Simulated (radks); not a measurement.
Values are calculated unless marked as measured or tabulated.
S, 16 electrons, occupied as [Ne] 3s2 3p3.75 4f0.25 (fractional occupations, a model configuration).

Code: a radial shooting solver on a logarithmic mesh with Libxc functionals. Model: scalar-relativistic Kohn-Sham, LDA (Slater exchange, Perdew-Wang correlation), spin-polarised, spherical densities, point nucleus; open shells are filled with parallel spins first.

Energy parts (eV):
| part | energy |
|---|---|
| total | -10824.546 |
| kinetic | 10857.050 |
| electron-nucleus | -25807.421 |
| Hartree | 4783.933 |
| exchange-correlation | -658.108 |

Orbitals (lengths in bohr, moments of r in powers of bohr; r(max) is where P^2 peaks; r(90%) holds 90 % of the orbital's charge):
orbital  occ.  eigenvalue (eV)  r(90%)   r(max)      <r>
1s up       1        -2399.674   0.174  0.06348  0.09716
1s down     1        -2399.330   0.174  0.06347  0.09715
2s up       1        -213.2809   0.755   0.3894   0.4812
2s down     1        -212.8980   0.754   0.3895   0.4808
2p up       3        -159.0487   0.740   0.3253   0.4436
2p down     3        -158.5727   0.739   0.3255   0.4432
3s up       1         -20.3024    2.54    1.402    1.673
3s down     1         -18.3045    2.58    1.402    1.692
3p up       3          -9.9120    3.14    1.580    1.994
3p down  0.75          -8.1225    3.30    1.596    2.069
4f up    0.25          -0.1872    50.5    37.90    39.12
4f down     0          -0.1703    51.0    38.12    39.38

The highest occupied level is 4f up at -0.187 eV. The density falls to 0.001 e/bohr^3 at r = 3.97 bohr. Spin moment in Bohr magnetons: 2.5. Summed over all electrons, <r^2> = 428.7 bohr^2, which gives a Langevin (diamagnetic) susceptibility term of -340 x 10^-6 cm^3/mol.
